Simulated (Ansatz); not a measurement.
Calculated with Ansatz (gas phase, PBE0-D4/def2-TZVP geometries, no zero-point term in ΔE). CBS: MP2 limit from def2 TZ/QZ plus the TZ coupled-cluster correction, frozen cores. This one scheme is used for every species. DFT in def2-TZVPP. def2 core potentials past Kr. For Ga, Sb outer-core shells are correlated without core-valence functions, which leaves a few kJ/mol of doubt a bond. Scalar relativity is left out up to krypton. Each species was taken in one conformer, which may not be the lowest.

Consider the formal exchange of groups at a Ga–C bond: `[CH3][GaH2]` + `[CH3][SbH][OH]` → `[CH3][Sb]([OH])[GaH2]` + CH₄.

| level | ΔE (kJ/mol) |
| --- | --- |
| CAM-B3LYP-D4 | -64.3 |
| r2SCAN | -67.4 |
| PBE0 | -68.1 |
| r2SCAN0 | -66.5 |
| HF/def2-SVP | -64.7 |
| MP2/def2-SVP | -65.8 |
| CCSD/def2-SVP | -65.7 |
| CCSD/CBS(def2) | -63.5 |

**Question.** What does CCSD(T)/CBS give? (An estimate is asked.)

**Answer.** Computed: -65.3 kJ/mol. The listed levels differ from it by 1.0, -2.1, -2.8, -1.2, 0.6, -0.5, -0.4, 1.8 kJ/mol.

Largest T1 diagnostic among the species: 0.014.

From PBE to PBE0 (25 % exact exchange), in def2-TZVPP and without D4, ΔE moves by +3.2 kJ/mol. Leaving LDA and LC-ωPBE aside and taking each functional with its dispersion term where it has one, the values, not all of them listed here, spread over 17.9 kJ/mol, from BLYP-D4 to B97M-V. LDA lies +4.8 kJ/mol from PBE without D4. The D4 term adds −6.1 kJ/mol with B3LYP and −3.6 kJ/mol with PBE0; it sums over pairs of atoms, weighted by their polarisabilities, and B3LYP, whose exchange is more repulsive, gets the larger term.

B3LYP here is the variant with VWN-RPA as its local correlation; programs differ in this.
